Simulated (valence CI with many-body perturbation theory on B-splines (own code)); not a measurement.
## Sb³⁷⁺: electric-dipole lines

Calculated by configuration interaction combined with many-body perturbation theory (CI+MBPT): four valence electrons over a frozen Dirac-Fock core [Ne], a basis of 11 s, 11 p, 9 d, 7 f, 5 g, 2 h, 1 i functions for each j, with the one-electron correlation potential Σ1 (screened to all orders), the two-electron term Σ2, the three-electron term Σ3, Breit, model QED; selected single and double excitations, second order for the rest (own B-spline code, finite nucleus).

The last digits are not significant, and no measured levels were compared; by estimate large intervals hold to a few tenths of a per cent, small ones and those within an open d or f shell to about a per cent.

Lines 1 to 50 of 227 in falling wavelength, among levels below 409.38 eV, chosen from the strongest by gf and those to the six lowest levels. Wavelengths and rates use the calculated energies. Electric multipoles are in the length gauge, E1 and E2 with the static RPA response of the core. Weak lines are less certain than strong ones. Lines between different terms over intervals too small for the method are left out, as are lines whose strength nearly cancels. Where a level lies close to another of its J and parity, the split of strength between their lines is uncertain. The highest levels of a list are the least certain.

Levels are named by their leading jj configuration (3d3/2^4 stands for four electrons in 3d with j = 3/2), which in mixed levels can hold well under half, so a name can repeat and another be missing. Letters in brackets count levels of one name in rising energy.

```csv
λ vac (Å),Upper,Lower,A (s⁻¹),log gf,Branch %
452.3,(3s 3p1/2^2 3p3/2) J=2,(3s^2 3p3/2^2) J=2,3.29e+06,-3.30,0.0
376.8,(3s 3p1/2^2 3p3/2) J=1,(3s^2 3p3/2^2) J=0,4.69e+06,-3.52,0.0
269.8,(3s 3p1/2^2 3p3/2) J=1,(3s^2 3p3/2^2) J=2,7.26e+07,-2.62,0.1
189.8,(3s 3p1/2 3p3/2 3d3/2) J=3 [a],(3s^2 3p3/2 3d3/2) J=2,6.46e+08,-1.61,4.2
175.9,(3s^2 3p1/2 3d3/2) J=2,(3s^2 3p3/2^2) J=2,4.77e+07,-2.96,10.2
173.6,(3s 3p1/2 3p3/2 3d3/2) J=4,(3s^2 3p3/2 3d3/2) J=3,1.31e+09,-1.27,38.8
167.1,(3s 3p1/2^2 3d3/2) J=2,(3s^2 3p1/2 3d3/2) J=1,1.84e+09,-1.41,14.8
165.9,(3s 3p1/2 3p3/2 3d5/2) J=4 [a],(3s^2 3p3/2 3d3/2) J=3,6.99e+08,-1.59,38.3
163.9,(3s 3p1/2 3p3/2^2) J=2 [a],(3s^2 3p3/2^2) J=2,4.07e+08,-2.09,22.9
160.0,(3s 3p1/2 3p3/2 3d5/2) J=4 [a],(3s^2 3p3/2 3d5/2) J=4,8.18e+08,-1.55,44.8
152.5,(3s 3p1/2 3p3/2 3d5/2) J=4 [b],(3s^2 3p3/2 3d5/2) J=3,1.81e+09,-1.25,3.4
152.2,(3s^2 3p1/2 3d3/2) J=1,(3s^2 3p3/2^2) J=0,1.43e+08,-2.83,0.0
150.5,(3s 3p1/2 3p3/2 3d5/2) J=3 [a],(3s^2 3p3/2 3d3/2) J=3,9.10e+08,-1.66,0.5
148.1,(3s 3p1/2^2 3d5/2) J=3,(3s^2 3p1/2 3d5/2) J=3,1.55e+09,-1.45,3.8
147.1,(3s 3p1/2^2 3d5/2) J=3,(3s^2 3p1/2 3d5/2) J=2,2.12e+09,-1.32,5.1
145.8,(3s 3p1/2 3p3/2^2) J=3,(3s^2 3p3/2^2) J=2,2.12e+09,-1.33,96.9
142.8,(3s 3p1/2 3p3/2 3d5/2) J=2 [a],(3s^2 3p3/2 3d3/2) J=1,1.38e+09,-1.67,1.3
142.5,(3s 3p1/2^2 3p3/2) J=2,(3s^2 3p1/2 3p3/2) J=2,2.74e+09,-1.38,40.5
140.1,(3s 3p1/2 3p3/2 3d5/2) J=5,(3s^2 3p3/2 3d5/2) J=4,5.69e+09,-0.73,100.0
139.5,(3s 3p1/2 3p3/2 3d3/2) J=2 [d],(3s^2 3p3/2 3d3/2) J=2,1.91e+09,-1.55,0.7
139.4,(3s 3p1/2 3p3/2 3d5/2) J=4 [c],(3s^2 3p3/2 3d5/2) J=3,2.18e+09,-1.24,1.7
137.6,(3p1/2 3p3/2^3) J=2,(3s 3p3/2^3) J=1,1.45e+09,-1.69,0.5
133.4,(3s 3p1/2^2 3p3/2) J=2,(3s^2 3p1/2 3p3/2) J=1,4.02e+09,-1.27,59.5
131.7,(3s 3p1/2 3p3/2 3d3/2) J=3 [b],(3s^2 3p3/2 3d3/2) J=3,2.62e+09,-1.32,1.9
131.2,(3s^2 3p1/2 3d3/2) J=1,(3s^2 3p3/2^2) J=2,5.25e+08,-2.39,0.1
131.1,(3s 3p1/2 3p3/2 3d5/2) J=1 [a],(3s^2 3p3/2 3d5/2) J=2,4.02e+09,-1.51,4.7
130.5,(3s 3p1/2^2 3d3/2) J=1,(3s^2 3p1/2 3d3/2) J=2,6.68e+09,-1.29,49.5
130.2,(3s 3p1/2 3p3/2 3d3/2) J=2 [a],(3s 3p1/2 3p3/2^2) J=2 [b],1.93e+09,-1.61,3.1
130.1,(3s 3p1/2 3p3/2^2) J=1 [a],(3s^2 3p3/2^2) J=0,2.61e+09,-1.70,2.1
126.4,(3s 3p1/2 3p3/2 3d5/2) J=1 [c],(3s^2 3p3/2 3d5/2) J=1,3.18e+09,-1.64,1.7
126.3,(3s 3p1/2 3p3/2 3d3/2) J=1 [c],(3s^2 3p3/2 3d3/2) J=1,3.32e+09,-1.62,1.1
126.3,(3s 3p1/2^2 3d3/2) J=2,(3s^2 3p1/2 3d3/2) J=2,5.20e+09,-1.21,41.5
125.0,(3s 3p1/2 3p3/2 3d5/2) J=2 [c],(3s^2 3p3/2 3d5/2) J=1,2.76e+09,-1.49,1.4
123.4,(3s 3p1/2 3p3/2 3d5/2) J=3 [e],(3s^2 3p3/2 3d5/2) J=3,5.05e+09,-1.09,1.9
123.3,(3s 3p1/2^2 3d5/2) J=3,(3s 3p1/2 3p3/2^2) J=3,2.37e+09,-1.42,5.7
123.3,(3s 3p1/2 3p3/2 3d5/2) J=3 [b],(3s^2 3p3/2 3d5/2) J=2,2.79e+09,-1.35,2.3
122.6,(3s 3p1/2 3p3/2 3d3/2) J=3 [b],(3s^2 3p3/2 3d5/2) J=2,1.34e+09,-1.67,1.0
122.4,(3s^2 3p1/2 3d5/2) J=2,(3s^2 3p3/2^2) J=2,3.81e+08,-2.37,0.4
121.7,(3s^2 3p1/2 3d5/2) J=3,(3s^2 3p3/2^2) J=2,2.37e+09,-1.43,3.6
120.3,(3s 3p1/2 3p3/2 3d3/2) J=2 [b],(3s 3p1/2 3p3/2^2) J=2 [b],2.85e+09,-1.51,2.5
118.2,(3s 3p1/2 3p3/2 3d5/2) J=2 [d],(3s^2 3p3/2 3d5/2) J=1,3.88e+09,-1.39,1.0
118.0,(3s 3p1/2^2 3d5/2) J=2,(3s 3p1/2 3p3/2^2) J=3,1.30e+10,-0.87,28.1
118.0,(3p1/2 3p3/2^3) J=2,(3s 3p3/2^3) J=2,6.04e+09,-1.20,2.0
117.5,(3s 3p1/2 3p3/2 3d5/2) J=4 [b],(3s^2 3p3/2 3d5/2) J=4,2.16e+09,-1.39,4.1
117.4,(3s 3p1/2^2 3p3/2) J=1,(3s^2 3p1/2 3p3/2) J=2,1.05e+10,-1.19,14.9
117.3,(3s 3p1/2 3p3/2^2) J=1 [b],(3s^2 3p3/2^2) J=0,2.87e+09,-1.75,0.8
117.2,(3s 3p1/2 3p3/2 3d5/2) J=2 [d],(3s^2 3p3/2 3d5/2) J=3,3.15e+09,-1.49,0.8
116.0,(3s 3p1/2 3p3/2 3d3/2) J=2 [a],(3s^2 3p1/2 3d5/2) J=3,5.33e+09,-1.27,8.5
116.0,(3s 3p1/2 3p3/2 3d5/2) J=2 [b],(3s^2 3p3/2 3d5/2) J=2,8.71e+09,-1.06,4.7
115.1,(3s 3p1/2 3p3/2 3d5/2) J=3 [c],(3s^2 3p3/2 3d5/2) J=4,2.16e+09,-1.52,1.0
```

**Question.** How does gf follow from A for the line at 269.8 Å?

**Answer.** gf = 1.4992 × (2J+1)_upper × A / σ², with σ = 370631 cm⁻¹ and 2J+1 = 3: gf = 0.00238.
